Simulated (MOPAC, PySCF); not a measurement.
[Mo(Cl)4(F)2], neutral singlet in the gas phase. 

Cartesian coordinates (Å):
```xyz
7

Mo     0.0952     0.0648     0.0266
Cl     0.4610    -1.0446    -1.9635
Cl     2.1468    -0.5903     0.8256
Cl    -0.4041     1.1143     2.0198
Cl     0.9449     2.0118    -0.8453
F     -1.5968     0.5285    -0.5896
F     -0.6624    -1.4897     0.7084
```
Charge 0, spin multiplicity 1.

All levels are single points at this geometry (TPSS-D3(BJ)/def2-SVP); Pople sets use spherical d functions. Orbital energies aren't observables, and empty levels follow the basis.

```csv
level,HOMO (eV),LUMO (eV),gap (eV),dipole (D),"vertical IE, Delta-SCF (eV)"
B3LYP-D3(BJ)/def2-TZVP in PySCF,-9.30,-6.16,3.15,1.37,–
TPSSh-D3(BJ)/def2-TZVP in PySCF,-8.85,-6.26,2.59,1.19,–
B3LYP/6-311+G** (LANL2DZ on Mo) in PySCF,-9.49,-6.63,2.85,1.71,–
B3LYP/LANL2DZ in PySCF,-9.84,-7.05,2.79,1.19,–
SVWN5/6-31G* (LANL2DZ on Mo) in PySCF,-8.41,-6.77,1.64,0.66,–
PM7 in MOPAC,-11.95,-3.16,8.79,1.11,–
```
